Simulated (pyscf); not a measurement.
Single points on ωB97X-D3(BJ)/def2-SVP structures (PySCF, gas phase). MP2 and CC: frozen core, UHF for open shells. ΔMP2 is the change of the MP2 total energy from the triple- to the quadruple-zeta basis. Singlets are restricted, triplets unrestricted.

Singlet (Å):
```xyz
4

O     -1.3761     0.8050     0.0785
Sn    -0.6024    -0.6346     1.1966
Cl    -1.0123    -2.3677    -0.4010
H     -1.7112     0.5016    -0.7769
```

Triplet (Å):
```xyz
4

O      0.9272    -1.1085    -0.7275
Sn     0.1293     0.4854    -1.6660
Cl    -0.6804     2.2512    -0.3095
H      0.2439    -1.7908    -0.6458
```

Question: For these two minima of HO–Sn:–Cl (SMILES [OH][Sn][Cl]), which spin state lies lower at CCSD(T)/def2-TZVPP + ΔMP2(QZVPP), and by how much (electronic energies)?

Answer: The singlet, by 70.4 kcal/mol. Zero-point energy shifts E(triplet) − E(singlet) by -0.3 kcal/mol. Other isomers of HO–Sn:–Cl [singlet] were not searched in full and may lie lower. 

E(triplet) − E(singlet) by level (kcal/mol):

| level | gap |
|---|---|
| ωB97X-D3(BJ)/def2-TZVP | +70.6 |
| PBE/def2-TZVP | +66.1 |
| r²SCAN/def2-TZVP | +64.1 |
| B3LYP-D3(BJ)/def2-TZVP | +69.0 |
| PBE0-D3(BJ)/def2-TZVP | +65.6 |
| M06-2X/def2-TZVP | +62.1 |
| ωB97M-D3(BJ)/def2-TZVP | +69.4 |
| HF/def2-TZVP | +53.1 |
| MP2/def2-QZVPP | +74.1 |
| CCSD/def2-TZVPP | +67.5 |
| CCSD(T)/def2-TZVPP | +67.8 |
| CCSD(T)/def2-TZVPP + ΔMP2(QZVPP) | +70.4 |

The triplet is the lowest one reached from the SCF start used. The CCSD(T) − MP2 part came from Ansatz, without density fitting, on the same reference. The frozen core leaves the outer d or s,p core shells of the metals and heavy elements correlated in the MP2 and CC values, and def2-TZVPP describes them poorly, which can shift differences by a few kcal/mol. Elements past Kr carry the def2 core potentials, without spin-orbit coupling.
